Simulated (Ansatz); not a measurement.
One change: `[CH3][In]([CH3])[SeH]` becomes `[CH3][In]([CH3])[SH]`.

Ansatz, PBE0-D4/def2-TZVP geometries, multiplicity 1. Each molecule was computed in one conformer, which needn't be the lowest.

Elements past krypton have def2 core potentials. Scalar relativity is left out up to krypton. Spin–orbit coupling is left out; it splits and shifts lone-pair levels of the heavy atoms by tenths of an eV.

| property | `[CH3][In]([CH3])[SeH]` |
| --- | --- |
| HOMO–LUMO gap (ωB97M-V/def2-TZVPP) / eV | 9.28 |
| size of the dipole moment (PBE/def2-TZVPP) / D | 2.29 |
| size of the dipole moment (B3LYP/def2-TZVPP) / D | 2.38 |
| LUMO energy (B3LYP/def2-TZVPP) / eV | -1.27 |
| LUMO energy (PBE0/def2-TZVPP) / eV | -1.01 |
| HOMO–LUMO gap (PBE/def2-TZVPP) / eV | 3.95 |

**Question.** What does the change do to each property? (Best estimate.)

**Answer.** The calculation gave: 
| property | `[CH3][In]([CH3])[SH]` | shift |
| --- | --- | --- |
| HOMO–LUMO gap (ωB97M-V/def2-TZVPP) / eV | 9.70 | 0.42 |
| size of the dipole moment (PBE/def2-TZVPP) / D | 2.38 | 0.09 |
| size of the dipole moment (B3LYP/def2-TZVPP) / D | 2.45 | 0.07 |
| LUMO energy (B3LYP/def2-TZVPP) / eV | -1.22 | 0.05 |
| LUMO energy (PBE0/def2-TZVPP) / eV | -0.95 | 0.06 |
| HOMO–LUMO gap (PBE/def2-TZVPP) / eV | 4.21 | 0.26 |

With PBE0 the HOMO falls by 0.31 eV and the LUMO rises by 0.06 eV, so the gap widens by about 0.37 eV. PBE moves the HOMO by -0.22 eV and ωB97M-V by -0.37 eV. Dipoles are sizes alone; their direction can turn.

Positive LUMOs are unbound, so they and the gaps depend on the basis.

B3LYP here is the variant with VWN-RPA as its local correlation; programs differ in this.
